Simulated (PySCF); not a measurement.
Isomers of C5H8N2OSi, mass 140.041 u with the commonest isotopes. Method: PBE0/pcSseg-1 in PySCF (dipole) on a GFN2-xTB geometry, gas phase. One conformer each, none proved a minimum here; rigid rotors.

**Question.** Order these by radius of gyration √(Σ m r²/M), largest first.
A. `[N:1]#[C:2][C@H:3]1[CH2:4][Si@H:5]([C:6]([NH2:7])=[O:8])[CH2:9]1` with C4–Si5–C6–N7 136°, Si5–C6–N7–H 180° and 0°, C2–C3–C4–Si5 106°, C3–C4–Si5–C6 122°, C4–Si5–C9–C3 -9°, C2–C3–C9–Si5 -105°
B. `[SiH3:1][c:2]1[n:3][n:4][c:5]([CH:6]2[CH2:7][CH2:8]2)[o:9]1` with N4–C5–C6–C7 141°
C. `[CH3:1][CH2:2]/[C:3]([C:4]#[N:5])=[N:6]\[SiH2:7][CH:8]=[O:9]` with C1–C2–C3–C4 -67°, C3–N6–Si7–C8 -118°, N6–Si7–C8–O9 146°
D. `[CH2:1]=[CH:2][C@@H:3]([N:4]=[CH2:5])[O:6][SiH2:7][C:8]#[N:9]` with C1–C2–C3–N4 115°, C2–C3–N4–C5 -106°, C2–C3–O6–Si7 -102°, C3–O6–Si7–C8 -64°
E. `[CH2:1]=[N:2][CH2:3][c:4]1[cH:5][n:6][o:7][c:8]1[SiH3:9]` with C1–N2–C3–C4 130°, N2–C3–C4–C5 -162°
F. `[CH2:1]=[C:2]([C:3]#[N:4])[CH2:5][SiH2:6][NH:7][CH:8]=[O:9]` with C1–C2–C5–Si6 101°, C2–C5–Si6–N7 -54°, C5–Si6–N7–C8 -178°, Si6–N7–C8–O9 1°
G. `[CH2:1]=[CH:2][c:3]1[cH:4][c:5]([O:6][SiH3:7])[n:8][nH:9]1` with C1–C2–C3–C4 0°, C4–C5–O6–Si7 180°

**Answer.** C (2.508 Å), G (2.479 Å), A (2.415 Å), F (2.385 Å), B (2.324 Å), D (2.265 Å), E (2.142 Å).

**Question.** Order these by out-of-plane moment Σ m c² = (Ia + Ib − Ic)/2, smallest first.
A. `[CH2:1]=[C:2]([C:3]#[N:4])[CH2:5][SiH2:6][NH:7][CH:8]=[O:9]` with C1–C2–C5–Si6 101°, C2–C5–Si6–N7 -54°, C5–Si6–N7–C8 -178°, Si6–N7–C8–O9 1°
B. `[SiH3:1][c:2]1[n:3][n:4][c:5]([CH:6]2[CH2:7][CH2:8]2)[o:9]1` with N4–C5–C6–C7 141°
C. `[CH3:1]/[C:2]([CH2:3][C:4]#[N:5])=[N:6]\[SiH2:7][CH:8]=[O:9]` with C1–C2–C3–C4 59°, C2–N6–Si7–C8 75°, N6–Si7–C8–O9 -28°
D. `[CH2:1]=[CH:2][C@@H:3]([N:4]=[CH2:5])[O:6][SiH2:7][C:8]#[N:9]` with C1–C2–C3–N4 115°, C2–C3–N4–C5 -106°, C2–C3–O6–Si7 -102°, C3–O6–Si7–C8 -64°
E. `[CH2:1]=[N:2][CH2:3][c:4]1[cH:5][n:6][o:7][c:8]1[SiH3:9]` with C1–N2–C3–C4 130°, N2–C3–C4–C5 -162°
F. `[CH3:1][CH2:2]/[C:3]([C:4]#[N:5])=[N:6]\[SiH2:7][CH:8]=[O:9]` with C1–C2–C3–C4 -67°, C3–N6–Si7–C8 -118°, N6–Si7–C8–O9 146°
G. `[N:1]#[C:2][C@H:3]1[CH2:4][Si@H:5]([C:6]([NH2:7])=[O:8])[CH2:9]1` with C4–Si5–C6–N7 136°, Si5–C6–N7–H 180° and 0°, C2–C3–C4–Si5 106°, C3–C4–Si5–C6 122°, C4–Si5–C9–C3 -9°, C2–C3–C9–Si5 -105°
H. `[CH2:1]=[CH:2][c:3]1[cH:4][c:5]([O:6][SiH3:7])[n:8][nH:9]1` with C1–C2–C3–C4 0°, C4–C5–O6–Si7 180°

**Answer.** H (2.90 u·Å²), E (16.15 u·Å²), B (22.67 u·Å²), D (23.35 u·Å²), G (47.10 u·Å²), C (56.77 u·Å²), F (80.70 u·Å²), A (84.11 u·Å²).

**Question.** Order these by rotational constant A, largest first.
A. `[CH2:1]=[N:2][CH2:3][c:4]1[cH:5][n:6][o:7][c:8]1[SiH3:9]` with C1–N2–C3–C4 130°, N2–C3–C4–C5 -162°
B. `[CH3:1][CH2:2]/[C:3]([C:4]#[N:5])=[N:6]\[SiH2:7][CH:8]=[O:9]` with C1–C2–C3–C4 -67°, C3–N6–Si7–C8 -118°, N6–Si7–C8–O9 146°
C. `[CH2:1]=[CH:2][c:3]1[cH:4][c:5]([O:6][SiH3:7])[n:8][nH:9]1` with C1–C2–C3–C4 0°, C4–C5–O6–Si7 180°
D. `[SiH3:1][c:2]1[n:3][n:4][c:5]([CH:6]2[CH2:7][CH2:8]2)[o:9]1` with N4–C5–C6–C7 141°
E. `[CH2:1]=[CH:2][C@@H:3]([N:4]=[CH2:5])[O:6][SiH2:7][C:8]#[N:9]` with C1–C2–C3–N4 115°, C2–C3–N4–C5 -106°, C2–C3–O6–Si7 -102°, C3–O6–Si7–C8 -64°
F. `[N:1]#[C:2][C@H:3]1[CH2:4][Si@H:5]([C:6]([NH2:7])=[O:8])[CH2:9]1` with C4–Si5–C6–N7 136°, Si5–C6–N7–H 180° and 0°, C2–C3–C4–Si5 106°, C3–C4–Si5–C6 122°, C4–Si5–C9–C3 -9°, C2–C3–C9–Si5 -105°
G. `[CH3:1]/[C:2]([CH2:3][C:4]#[N:5])=[N:6]\[SiH2:7][CH:8]=[O:9]` with C1–C2–C3–C4 59°, C2–N6–Si7–C8 75°, N6–Si7–C8–O9 -28°

**Answer.** C (5480 MHz), F (4131 MHz), D (3392 MHz), G (3123 MHz), E (2507 MHz), B (2180 MHz), A (2073 MHz).

```
                    SMILES  point group  Ia (u·Å²)  Ib (u·Å²)  Ic (u·Å²)      κ  μa (D)  μb (D)  μc (D)
N#C[C@H]1C[Si@H](C(N)=O)C1           Cs     122.32     741.81     769.93  -0.99    4.19    1.51    0.02
      [SiH3]c1nnc(C2CC2)o1            –     149.01     630.05     733.71  -0.92    1.34    3.47    0.00
  C=C[C@@H](N=C)O[SiH2]C#N           C1     201.59     540.32     695.21  -0.77    3.89    0.16    0.33
       C=C(C#N)C[SiH2]NC=O           C1     200.54     680.12     712.43  -0.96    0.32    5.19    1.18
         C=NCc1cnoc1[SiH3]           C1     243.83     414.92     626.46  -0.35    4.24    2.66    0.02
     CC/C(C#N)=N\[SiH2]C=O           C1     231.82     729.93     800.34  -0.92    0.56    2.59    2.03
    C=Cc1cc(O[SiH3])n[nH]1           Cs      92.23     771.61     858.05  -0.97    2.03    0.93    0.00
     C/C(CC#N)=N\[SiH2]C=O           C1     161.81     772.44     820.72  -0.97    3.18    0.13    0.22
```
